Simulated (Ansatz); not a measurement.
Ansatz (a quantum-chemistry and plane-wave program) input (SVWN5/def2-TZVPD):

Ansatz 0.2 input:
```yaml
crystal:
  periodic: [false, false, false]
  atoms:
    - {symbol: F, position_ang: [1.56594980, -0.93385495, 0.43049363]}
    - {symbol: Si, position_ang: [0.81184051, 0.25041947, -0.37415247]}
    - {symbol: Si, position_ang: [-1.49693165, 0.19866479, 0.06642162]}
    - {symbol: H, position_ang: [1.47057187, 1.52453328, 0.03285476]}
    - {symbol: H, position_ang: [-1.80922081, 0.32584571, 1.51231606]}
    - {symbol: H, position_ang: [-2.09821890, 1.33741966, -0.66887798]}
    - {symbol: H, position_ang: [-2.06540431, -1.07028389, -0.44250366]}
basis:
  gaussian:
    orbitals: def2-TZVPD
hamiltonian:
  xc: {name: SVWN5}
magnetization: {spin_polarized: true, initial_magnetization: 1}
output: {forces: true}
```

End of the output:

```
integrals: 0.07 GiB planned
951 factors; their error is unknown
0.11 GiB of the device are held for the grids
0.79 GiB of device memory are held for the factors and their scratch space
mean field: 0.64 GiB planned
mean field evaluation 1: about -18455.4348 eV, gradient 2.5e1 eV
mean field evaluation 2: about -18448.3409 eV, gradient 5.7e1 eV
mean field evaluation 4: about -18457.8718 eV, gradient 2.6e0 eV
mean field evaluation 8: about -18457.9107 eV, gradient 4.2e-2 eV
mean field evaluation 16: about -18457.8998 eV, gradient 2.5e-5 eV
mean field -18457.89981054 eV, -678.3153068236 hartree, gradient 2.5e-5 eV, S^2 0.751422; 0 other end points of the search recorded, 0 dependent functions left out
the calculation of the forces begins
reference -18457.89985999 eV, -678.3153086406 hartree; 21, 20 occupied and 141, 142 virtual orbitals, 951 factors
Total energy: -18457.89985999 eV, -678.3153086406 hartree
Atom 0 at     1.565950    -0.933855     0.430494 Å, force    -0.093657     0.163582    -0.093343 eV/Å
Atom 1 at     0.811841     0.250419    -0.374152 Å, force    -0.306012    -0.343127     0.062119 eV/Å
Atom 2 at    -1.496932     0.198665     0.066422 Å, force     0.474166    -0.019151    -0.071273 eV/Å
Atom 3 at     1.470572     1.524533     0.032855 Å, force     0.131824     0.195514     0.073019 eV/Å
Atom 4 at    -1.809221     0.325846     1.512316 Å, force    -0.048116     0.022804     0.241739 eV/Å
Atom 5 at    -2.098219     1.337420    -0.668878 Å, force    -0.071689     0.183203    -0.124677 eV/Å
Atom 6 at    -2.065404    -1.070284    -0.442504 Å, force    -0.086516    -0.202824    -0.087585 eV/Å
Dipole moment:    -0.173441     0.174050    -0.074330 e Å
```

It need not be the lowest isomer of its formula.
